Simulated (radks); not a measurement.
Species: Mo24+. Configuration: [Ar]. All-electron calculation, Dirac Kohn-Sham, PBEsol, spin-unpolarised, spherical densities, finite nucleus; Fermi nuclear charge, rms radius 4.4091 fm. Program: a radial shooting solver on a logarithmic mesh with Libxc functionals.

Normalised radial functions P(r) = r R(r) (large component), r in bohr:

r           3s1/2
0.002081   0.1821
0.002582   0.2187
0.00323    0.2629
0.004042   0.3136
0.005016   0.3683
0.006275   0.4299
0.007788   0.4914
0.009744   0.5527
0.01209    0.6028
0.01513    0.6348
0.01878    0.6331
0.02349    0.5805
0.02939    0.4582
0.03648    0.2606
0.04563   -0.0286
0.05664   -0.3688
0.07085   -0.7298
0.08794   -0.9961
0.11      -1.0662
0.1365    -0.8317
0.1708    -0.2437
0.2137     0.5819
0.2652     1.3521
0.3318     1.8118
0.4118     1.7564
0.5152     1.2767
0.6395     0.7011
0.8        0.2668
0.9929     0.0706
1.242      0.0107

3s1/2: eigenvalue -1337.0 eV, 2 radial nodes at r = 0.0447, 0.183 bohr, <r> = 0.386 bohr, 90 % of the charge inside 0.562 bohr.
